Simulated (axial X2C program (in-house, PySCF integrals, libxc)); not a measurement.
## What spin–orbit coupling does to CaBr

Calculated with an in-house all-electron X2C program for linear molecules (integrals from PySCF). Spin-free means the one-electron spin-free X2C Hamiltonian; two-component (2c) means X2C with spin–orbit coupling and atomic mean-field two-electron Coulomb and Gaunt terms, so the difference of the two also holds small scalar two-electron terms. Basis: Br dyall-cv3z [8s9p6d4f1g], Ca dyall-cv3z [11s12p6d4f] (cores contracted in-house); Gaussian nuclei, density fitting, unrestricted open shells. Masses: Br 78.918 u, Ca 39.963 u.

Spin-free state: M_S = 1/2, Λ = 0 (beyond evenly filled blocks: σα); fragments Br + Ca.

```
  level  Re (Å)  ωe (cm⁻¹)  De (eV)  μ (D)
   PBE0   2.585      286.6    3.865   4.02
     HF   2.665      274.1    3.269   4.31
    MP2   2.658      274.7    3.823    n/a
   CCSD   2.658      275.1    3.475    n/a
CCSD(T)   2.658      274.8    3.553    n/a
 PBEsol   2.556      291.1    4.119   3.85
```

Correlated methods: 9 electrons correlated (number of frozen shells: Br 3 s, 2 p, 1 d; Ca 3 s, 2 p), 265 virtual spin orbitals or spinors in MP2, 82 natural virtuals in coupled cluster.

Dipoles are positive if Ca is the positive end.

Two-component determinant lowest at the distance of the search:

Ω = 1/2 (⟨Sz⟩ = 0.50, ⟨Lz⟩ = 0.00 at HF); fragments Br + Ca.

| level | Re (Å) | ωe (cm⁻¹) | De (eV) | μ (D) |
| --- | --- | --- | --- | --- |
| PBE0 | 2.586 | 286.3 | 3.761 | 4.01 |
| HF | 2.666 | 273.8 | 3.106 | 4.31 |
| MP2 | 2.659 | 274.5 | 3.680 | n/a |
| CCSD | 2.658 | 274.9 | 3.330 | n/a |
| CCSD(T) | 2.659 | 274.5 | 3.410 | n/a |
| PBEsol | 2.556 | 290.8 | 3.990 | 3.85 |

(1) From the two tables, how do the constants change at the CCSD(T) level (2c against spin-free)?

The state is a single determinant with fixed occupations, the lowest that a limited PBE0 search found. De is counted from the lowest determinant-based energies of the atoms at the same level, without counterpoise correction. Density functionals use the spin component along the axis (collinear). Coupled cluster ran in a truncated set of natural virtual spinors; the MP2 energy of the rest was added. (T) has no such correction and the atoms are truncated less, which lowers De at CCSD(T) by a hundredth of an eV or more. Without a current term, density functionals place determinants with orbital angular momentum somewhat too high. The outer-core s and p shells of the metal are frozen in the correlated rows, which leaves out core–valence correlation; for alkali and alkaline-earth bonds that tends to lengthen them. With the outer-core shells frozen, correlated bond lengths of heavy atoms tend to come out a few hundredths of an ångström too long.

## Answers

(1) At the CCSD(T) level Re goes up by 0.001 Å and ωe drops by 0.3 cm⁻¹; De changes by -0.143 eV.
